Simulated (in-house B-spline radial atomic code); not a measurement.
## KLI/ALDAx excitations of the strontium ion Sr⁸⁺

Method: KLI/ALDAx. Computed with an all-electron radial atomic-structure program (B-spline basis): linear response of the closed shell [Ar] 3d10 4s2 with the adiabatic LDA exchange kernel on the exchange-only KLI potential; scalar-relativistic (spin-free one-electron X2C), finite nucleus, no spin-orbit coupling, no double excitations, S, P, D and F terms only; shells from n = 2 respond. Only terms of natural parity with L up to 3 were computed.

Command:
```bash
python run_td.py task.json out
```
Settings (radii: box in bohr, nucleus in fm):
```
Z                        38
electrons                30
configuration            [Ar] 3d10 4s2
hamiltonian              x2c
method                   kli
box_radius               11.59
rms_radius               4.224
intervals                101
```

Time taken, with all properties: 1.3 s on 1 thread of Arm Neoverse V1 (shared host).

The lowest states, in the order of their Tamm-Dancoff energies; the method's threshold (minus the highest occupied level) is 156.25 eV. Labels give the largest channel, * marks a mixed state, and oscillator strengths are full-response dipole values. Semilocal kernels can invert the small singlet-triplet splittings of Rydberg terms. Energies in eV:

```tsv
state	full response	Tamm-Dancoff	oscillator strength
4s → 4p 3P	?	?	-
4s → 4p 1P	26.740	27.622	1.49
4s → 4d 3D	52.68	52.75	-
4s → 4d 1D	56.01	56.05	-
4s → 5s 3S	73.81	73.82	-
4s → 5s 1S	75.56	75.60	-
4s → 5p 3P	82.64	82.65	-
4s → 4f 3F	82.76	82.80	-
4s → 5p 1P	83.50	83.56	0.132
4s → 4f 1F	84.27	84.28	-
4s → 5d 3D	96.52	96.53	-
4s → 5d 1D	?	?	-
4s → 6s 3S	105.73	105.73	-
4s → 6s 1S	106.30	106.31	-
4s → 5f 3F	109.68	109.69	-
4s → 6p 3P	110.09	110.10	-
4s → 5f 1F	110.17	110.17	-
4s → 6p 1P	110.40	110.42	0.0574
```

Where does 4s → 5d 1D lie?

At 97.16 eV in full response, 97.17 eV in Tamm-Dancoff.

Where does 4s → 4p 3P lie?

At 19.070 eV in full response, 19.267 eV in Tamm-Dancoff.

How large is the singlet-triplet splitting of 4s → 4p (P terms) in Tamm-Dancoff?

8.36 eV, from the unrounded values.

What polarisabilities and dispersion coefficient does the method give?

Dipole 1.702 bohr³, quadrupole 1.437 bohr⁵, C6 2.549 hartree·bohr⁶ for two such species.
